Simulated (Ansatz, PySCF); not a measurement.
Reaction (SMILES): N[SiH3] -> [SiH3] (SiH3) + [NH2] (NH2) (the N-Si bond at the site shown breaks; other sites are not compared here)
Geometries: B3LYP-D3(BJ)/def2-TZVP minima from Ansatz (a program for electronic structure). Frequencies are from Ansatz or PySCF.

Quantity: bond dissociation energy (enthalpy at 298 K, with B3LYP-D3(BJ) rigid-rotor harmonic-oscillator terms), in kJ/mol. Cores are frozen in the correlated levels unless marked. UHF or UKS for open shells. No spin-orbit coupling. Non-relativistic. CBS(X,Y): correlation extrapolated as X^-3; Hartree-Fock from the larger set.

```json
[
 {"level": "B3LYP-D4/def2-TZVPD", "program": "Ansatz + dftd4", "bond dissociation energy (kJ/mol)": "409.5"},
 {"level": "PBE0-D4/def2-TZVPD", "program": "Ansatz + dftd4", "bond dissociation energy (kJ/mol)": "410.8"},
 {"level": "BHLYP/def2-TZVPD", "program": "Ansatz", "bond dissociation energy (kJ/mol)": "400.1"},
 {"level": "M06-2X/def2-TZVPD", "program": "PySCF", "bond dissociation energy (kJ/mol)": "429.1"},
 {"level": "LC-wPBE-D3(BJ)/def2-TZVPD", "program": "Ansatz + dftd3", "bond dissociation energy (kJ/mol)": "418.4"},
 {"level": "B2PLYP-D3(BJ)/def2-TZVPD", "program": "Ansatz + dftd3", "bond dissociation energy (kJ/mol)": "419.4"},
 {"level": "B2PLYP-D4/def2-TZVPD", "program": "Ansatz + dftd4", "bond dissociation energy (kJ/mol)": "418.7"}
]
```

### Question
Predict the CCSD(T)/CBS(def2-TZVPPD,def2-QZVPPD) result (Ansatz).

### Answer
430.5 kJ/mol, so B2PLYP-D4/def2-TZVPD differs from it by -11.8 kJ/mol.
